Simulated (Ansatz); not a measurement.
Isolated molecules relaxed with PBE0-D4/def2-TZVP in Ansatz; ΔE leaves out vibrations. CCSD(T)/CBS adds triple-zeta CCSD(T) − MP2 to the extrapolated MP2 energy (def2 sets, frozen cores). DFT in def2-TZVPP. Elements past krypton have def2 core potentials. For Zr outer-core shells are correlated without core-valence functions, which leaves a few kJ/mol of doubt a bond. Each species was taken in one conformer, which may not be the lowest.

Reaction (redistribution): `[Cl][Zr]([Cl])([Cl])[Cl]` + `O[SiH](F)F` → `[OH][Zr]([Cl])([Cl])[Cl]` + `F[SiH](F)Cl`

| level | ΔE (kJ/mol) |
| --- | --- |
| LDA (SPW92) | 34.4 |
| PBE-D4 | 32.3 |
| B97M-V | 38.9 |
| CAM-B3LYP-D4 | 34.0 |
| PBE-QIDH | 38.8 |
| r2SCAN | 37.7 |
| LC-ωPBE | 24.9 |
| MP2/def2-TZVPP | 40.5 |

(1) What does CCSD(T)/CBS give? (An estimate is asked.)

Largest T1 diagnostic among the species: 0.016.

Answers

(1) Computed: +38.7 kJ/mol. The listed levels differ from it by -4.3, -6.4, 0.2, -4.7, 0.1, -1.0, -13.8, 1.8 kJ/mol.

From PBE to PBE0 (25 % exact exchange), in def2-TZVPP and without D4, ΔE moves by +3.1 kJ/mol. Leaving LDA and LC-ωPBE aside and taking each functional with its dispersion term where it has one, the values, not all of them listed here, spread over 11.2 kJ/mol, from ωB97X-V to BHLYP-D4.
